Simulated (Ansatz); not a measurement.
C2H6GeSi can be A, `[SiH3]C#[C][GeH3]`, or B, `C1=[CH][GeH2][SiH2]1`.

Gas-phase electronic energies from Ansatz, PBE0-D4/def2-TZVP geometries. CCSD(T)/CBS is the MP2 limit (def2-TZVPP, def2-QZVPP) plus CCSD(T) − MP2 in def2-TZVPP, frozen cores. DFT in def2-TZVPP. For Ge outer-core shells are correlated without core-valence functions, which leaves a few kJ/mol of doubt a bond. Scalar relativity is left out up to krypton.

(1) Which isomer does CCSD(T)/CBS put lower? Give the gap. (Best estimate.)

(2) Give E(B) − E(A) in kJ/mol with CCSD/def2-TZVPP, PBE0-D4, B2PLYP, MP2/def2-TZVPP, CCSD(T)/def2-TZVPP, PBE-D4, LDA (SPW92). (Estimate.)

Largest T1 diagnostic: 0.013.

Answers

(1) Ansatz gave: B, by 50.8 kJ/mol.

(2) Computed: CCSD/def2-TZVPP -41.3, PBE0-D4 -79.1, B2PLYP -37.5, MP2/def2-TZVPP -39.2, CCSD(T)/def2-TZVPP -44.6, PBE-D4 -76.7, LDA (SPW92) -97.5. None reverses the order clearly.

At CCSD(T), def2-SVP lies +11.5 kJ/mol from the extrapolated value and def2-TZVPP +6.2 kJ/mol. In def2-TZVPP, CCSD(T) changes the Hartree–Fock value by −30.7 kJ/mol (the triples alone add −3.2 kJ/mol) and MP2 by −25.3 kJ/mol.
